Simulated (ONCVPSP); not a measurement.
Scattering properties, ONCV potential for Cl

Cl (Z = 17), optimised norm-conserving Vanderbilt (ONCV), made with ONCVPSP 4.0.1 (LDA (Perdew-Zunger), non-relativistic). Core [Ne], reference 3s2 3p5. Waves: 3s: rc 1.25 bohr, ncon 4, nbas 8, qcut 6.3 1/bohr, 1 projector; 3p: rc 1.40 bohr, ncon 3, nbas 7, qcut 5.9 1/bohr, 1 projector; d scattering state at 0.45 Ha: rc 1.05 bohr, ncon 3, nbas 7, qcut 9.5 1/bohr, 2 projectors, debl 3.4 Ha. Local part: polynomial inside 0.80 bohr (lpopt 3, dvloc0 1 Ha). Core correction: Teter function, fcfact 5, rcfact 1.8.

The phase is arctan(r·R′/R) of the radial function R(r), unwrapped; energies in Ha, scanned from -2 to 5 Ha. A pole is an energy at which the radial function vanishes at the test radius. The pseudo phase is shifted by a multiple of π to meet the all-electron one at the reference energy, and phase errors are pseudo minus all-electron; the curves can meet again beyond the range given. Levels narrower than the energy grid can be missing from the lists of poles.

Question: For each channel, where are the poles, and over which energies does the pseudopotential scatter like the atom?

Answer:

```tsv
channel	radius (bohr)	reference energy (Ha)	poles, all-electron	poles, pseudo	unbroken range about the reference energy with phases within 0.05 rad	phase error 1 Ha above the reference energy (rad)
s	1.27	-0.75	3.91	1.49	below 0.9	-0.017
p	1.42	-0.32	2.76	2.37	below 2.7	-0.007
d	1.07	0.45	none	none	the whole range	-0.000
```

Note: no bound ghost flagged; GHOST(+) flagged for s at 47.9 eV.

Phases in the p channel:

```
E (Ha)  all-electron  pseudo
 -1.98         0.758   0.743
 -1.62         0.549   0.534
 -1.26         0.236   0.223
 -0.90        -0.176  -0.183
 -0.54        -0.583  -0.584
 -0.18        -0.886  -0.886
  0.18        -1.088  -1.090
  0.54        -1.223  -1.229
  0.90        -1.319  -1.329
  1.26        -1.390  -1.405
  1.62        -1.446  -1.466
  1.98        -1.492  -1.519
  2.34        -1.530  -1.567
  2.70        -1.565  -1.615
  3.06        -1.597  -1.667
  3.42        -1.628  -1.729
  3.78        -1.659  -1.812
  4.14        -1.691  -1.944
  4.50        -1.727  -2.205
  4.86        -1.767  -2.837
```
